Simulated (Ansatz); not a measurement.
Total energies of Si(CN)Cl3 (SiCNCl3) from Ansatz at CAM-B3LYP-D4/def2-TZVP, gas phase (1 Eh = 27.2114 eV = 2625.5 kJ/mol). The reference geometry is relaxed at PBE0-D4/def2-SVP.

Cartesian coordinates in Å:
```
Si -0.3029 -0.3004 -0.2423
C 0.8338 0.8256 0.6651
N 1.5490 1.5349 1.2384
Cl 0.5507 -0.7562 -2.0267
Cl -2.0662 0.6678 -0.5141
Cl -0.5644 -1.9718 0.8796
```

```csv
state,geometry,energy (Eh)
charge 0 singlet,reference,-1763.19980
charge 1 doublet,reference,-1762.74966
free Si atom (triplet),–,-289.37687
free C atom (triplet),–,-37.83702
free N atom (quartet),–,-54.58263
free Cl atom (doublet),–,-460.16613
```

(1) Work out the vertical ionisation energy to the doublet.

(2) What is the binding energy per atom against free atoms?

(1) E(charge 1 doublet) − E(charge 0 singlet) = -1762.74966 − (-1763.19980) = 0.45014 Eh = 12.25 eV. For comparison, −ε of the highest occupied level is 11.28 eV at this level, 0.97 eV less.

(2) Atoms: 1 × (-289.37687) + 1 × (-37.83702) + 1 × (-54.58263) + 3 × (-460.16613) = -1762.29491 Eh. Binding: -1762.29491 − (-1763.19980) = 0.90489 Eh = 24.62 eV, or 4.10 eV for each of 6 atoms (no zero-point energy, no counterpoise term).
